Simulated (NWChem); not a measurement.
System: SiHOCl, singlet; SMILES O[Si]Cl

Input file for NWChem:

```
start job
memory heap 200 mb stack 900 mb global 1100 mb
geometry units angstroms
  Si     0.631639     0.611268     0.000000
  Cl    -0.119745    -1.362943     0.000000
  O     -0.816070     1.436518     0.000000
  H     -0.718957     2.403061     0.000000
end
basis spherical
  Si library def2-svp
  Cl library def2-svp
  O library def2-svp
  H library def2-svp
end
dft
  xc becke88 lyp
  iterations 150
end
driver
  maxiter 120
end
task dft optimize
task dft freq
```

NWChem printed, in part:

```
             Northwest Computational Chemistry Package (NWChem) 7.3.0
             --------------------------------------------------------

 CS  symmetry detected

                             Geometry "geometry" -> ""
                             -------------------------

 Output coordinates in angstroms (scale by  1.889725989 to convert to a.u.)

  No.       Tag          Charge          X              Y              Z
 ---- ---------------- ---------- -------------- -------------- --------------
    1 Si                  14.0000     0.66959706     0.60043185     0.00000000
    2 Cl                  17.0000    -0.16756911    -1.33895976     0.00000000
    3 O                    8.0000    -0.74056163     1.48832338     0.00000000
    4 H                    1.0000    -0.60119098     2.44968290     0.00000000

 Effective nuclear repulsion energy (a.u.)     130.1552101244

      Symmetry information
      --------------------

 Group name             Cs
 Group number              2
 Group order               2
 No. of unique centers     4

                                Z-matrix (autoz)
                                --------

 Units are Angstrom for bonds and degrees for angles

      Type          Name      I     J     K     L     M      Value
      ----------- --------  ----- ----- ----- ----- ----- ----------
    1 Stretch                  1     2                       2.11237
    2 Stretch                  1     3                       1.66640
    3 Stretch                  3     4                       0.97141
    4 Bend                     1     3     4               113.94730
    5 Bend                     2     1     3                98.84800
    6 Torsion                  2     1     3     4         180.00000

                           NWChem Geometry Optimization
                           ----------------------------

 maximum gradient threshold         (gmax) =   0.000450
 rms gradient threshold             (grms) =   0.000300
 maximum cartesian step threshold   (xmax) =   0.001800
 rms cartesian step threshold       (xrms) =   0.001200
 fixed trust radius                (trust) =   0.300000
 source of zmatrix                         =   autoz

          -------------------
          Energy Minimization
          -------------------

 Using diagonal initial Hessian
 Scaling for Hessian diagonals: bonds = 1.00  angles = 0.25  torsions = 0.10

          --------
          Step   0

                                 NWChem DFT Module
                                 -----------------

 Summary of "ao basis" -> "ao basis" (spherical)
 ------------------------------------------------------------------------------
       Tag                 Description            Shells   Functions and Types
 ---------------- ------------------------------  ------  ---------------------
 Si                         def2-svp                 8       18   4s3p1d
 Cl                         def2-svp                 8       18   4s3p1d
 O                          def2-svp                 6       14   3s2p1d
 H                          def2-svp                 3        5   2s1p

      Symmetry analysis of basis
      --------------------------

        a'         40
        a"         15

            General Information
            -------------------
          SCF calculation type: DFT
          Wavefunction type:  closed shell.
          No. of atoms     :     4
          No. of electrons :    40
           Alpha electrons :    20
            Beta electrons :    20
          Charge           :     0
          Spin multiplicity:     1
          Use of symmetry is: on ; symmetry adaption is: on
          Maximum number of iterations: 150
          AO basis - number of functions:    55
                     number of shells:    25
          Convergence on energy requested:  1.00D-06
          Convergence on density requested:  1.00D-05
          Convergence on gradient requested:  5.00D-04

              XC Information
              --------------
                    Becke 1988 Exchange Functional  1.000
              Lee-Yang-Parr Correlation Functional  1.000

[...]

      ----------------------
      Optimization converged
      ----------------------

  Step       Energy      Delta E   Gmax     Grms     Xrms     Xmax
  ---- ---------------- -------- -------- -------- -------- --------
@    6    -825.26693204 -1.2D-08  0.00004  0.00002  0.00009  0.00019
                                     ok       ok       ok       ok

                                Z-matrix (autoz)
                                --------

 Units are Angstrom for bonds and degrees for angles

      Type          Name      I     J     K     L     M      Value     Gradient
      ----------- --------  ----- ----- ----- ----- ----- ---------- ----------
    1 Stretch                  1     2                       2.12850    0.00004
    2 Stretch                  1     3                       1.69116   -0.00003
    3 Stretch                  3     4                       0.97918   -0.00001
    4 Bend                     1     3     4               112.98656    0.00001
    5 Bend                     2     1     3                99.15552    0.00000
    6 Torsion                  2     1     3     4         180.00000    0.00000

                         Geometry "geometry" -> "geometry"
                         ---------------------------------

 Output coordinates in angstroms (scale by  1.889725989 to convert to a.u.)

  No.       Tag          Charge          X              Y              Z
 ---- ---------------- ---------- -------------- -------------- --------------
    1 Si                  14.0000     0.67439375     0.59599224     0.00000000
    2 Cl                  17.0000    -0.16170776    -1.36141613     0.00000000
    3 O                    8.0000    -0.75531267     1.49929606     0.00000000
    4 H                    1.0000    -0.59709798     2.46560622     0.00000000

 Effective nuclear repulsion energy (a.u.)     128.7844474953

      Symmetry information
      --------------------

 Group name             Cs
 Group number              2
 Group order               2
 No. of unique centers     4

                Final and change from initial internal coordinates
                --------------------------------------------------

                                Z-matrix (autoz)
                                --------

 Units are Angstrom for bonds and degrees for angles

      Type          Name      I     J     K     L     M      Value       Change
      ----------- --------  ----- ----- ----- ----- ----- ---------- ----------
    1 Stretch                  1     2                       2.12850    0.01613
    2 Stretch                  1     3                       1.69116    0.02476
    3 Stretch                  3     4                       0.97918    0.00777
    4 Bend                     1     3     4               112.98656   -0.96074
    5 Bend                     2     1     3                99.15552    0.30752
    6 Torsion                  2     1     3     4         180.00000    0.00000

[...]

 Rotational Constants
 --------------------
 A=   0.729293 cm-1  (  1.049267 K)
 B=   0.144594 cm-1  (  0.208034 K)
 C=   0.120669 cm-1  (  0.173612 K)

 Temperature                      =   298.15K
 frequency scaling parameter      =   1.0000

 Zero-Point correction to Energy  =    9.246 kcal/mol  (  0.014734 au)
 Thermal correction to Energy     =   11.726 kcal/mol  (  0.018686 au)
 Thermal correction to Enthalpy   =   12.318 kcal/mol  (  0.019630 au)

 Total Entropy                    =   66.931 cal/mol-K
   - Translational                =   39.033 cal/mol-K (mol. weight =  79.9485)
   - Rotational                   =   24.343 cal/mol-K (symmetry #  =        1)
   - Vibrational                  =    3.555 cal/mol-K

 Cv (constant volume heat capacity) =   11.617 cal/mol-K
   - Translational                  =    2.979 cal/mol-K
   - Rotational                     =    2.979 cal/mol-K
   - Vibrational                    =    5.658 cal/mol-K

[normal modes left out]

 ----------------------------------------------------------------------------
 Normal Eigenvalue ||           Projected Infra Red Intensities
  Mode   [cm**-1]  || [atomic units] [(debye/angs)**2] [(KM/mol)] [arbitrary]
 ------ ---------- || -------------- ----------------- ---------- -----------
    1       -0.000 ||    0.000010           0.000         0.010       0.002
    2       -0.000 ||    0.001194           0.028         1.164       0.264
    3       -0.000 ||    0.001561           0.036         1.522       0.345
    4        0.000 ||    0.000159           0.004         0.155       0.035
    5        0.000 ||    0.001000           0.023         0.974       0.221
    6        0.000 ||    0.000962           0.022         0.938       0.213
    7      251.860 ||    0.000217           0.005         0.211       0.048
    8      474.880 ||    0.089452           2.064        87.202      19.766
    9      486.273 ||    0.114403           2.639       111.525      25.279
   10      775.305 ||    0.189804           4.379       185.030      41.940
   11      817.587 ||    0.054014           1.246        52.656      11.935
   12     3664.696 ||    0.090297           2.083        88.026      19.953
 ----------------------------------------------------------------------------
```

Level: BLYP/def2-SVP. Low-valent species are run as closed-shell singlets; no triplet was tried in these runs.
